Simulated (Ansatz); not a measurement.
## Which is lower?

Two relaxed structures of Si$_{2}$H$_{3}$Br, closed shell (PBE0-D4/def2-TZVP; forces vanish, vibrations not checked).

A:

```xyz
6
angstrom
Si -0.6979 0.3577 -0.9168
Si 0.5672 -0.1025 0.7904
Br 1.9211 -1.8474 0.7567
H -1.3179 -0.8090 -1.5943
H -1.6874 1.4254 -0.6132
H 1.2150 0.9759 1.5772
```

B:

```xyz
6
angstrom
Si -0.7904 0.2755 -1.0828
Si 0.5192 0.0841 0.8869
Br 1.8292 -1.7286 0.9446
H -0.3626 0.0132 2.0864
H -1.3069 1.5651 -0.4388
H 1.4164 1.2650 1.0325
```

Program: Ansatz 0.2.0. Basis: def2-TZVPP. Cores are frozen in the correlated methods. Filled d shells of the heavier atoms are correlated. The def2 sets are not built for correlating such inner shells, so the correlated values are less sure here. B3LYP uses VWN-RPA correlation.

Task: Which structure is lower at CCSD(T), and by how much? (To be estimated.)

Result: Computed: A, by 5.04 kcal/mol (electronic energy, against the other). By their contacts, A is Si₂H₃Br ([SiH2][SiH][Br]) and B is Si₂H₃Br ([SiH][SiH2][Br]).

Task: Do the other methods give the same order? (Judge from chemistry; the calculation decides.)

Result: Computed: Not all: HF gives the other order.

```tsv
method	E(B) − E(A) (kcal/mol)
PBE-D4	9.11
r2SCAN-D4	9.44
PBE0-D4	6.34
B3LYP-D4	5.38
wB97M-V	1.36
HF	-4.72
MP2	6.07
CCSD	2.33
CCSD(T)	5.04
```

The T1 diagnostic stays at or below 0.014. The restricted Hartree–Fock reference is unstable towards an unrestricted one at one or more of these structures. A large double-excitation amplitude points to some diradical character; no triplet was computed.

Labels in which every atom is bracketed show which atoms are joined, not bond orders.

For scale, one of the runs: CCSD(T)/def2-TZVPP, 174 basis functions, launched by `ansatz run in.yaml --threads 2 --pin off --events-out ev --progress --plain --max-ram 4352MiB`. The run took 40 s on 2 CPU threads of an Arm Neoverse V2 (shared host), with 1.4 GiB of host memory at its peak.
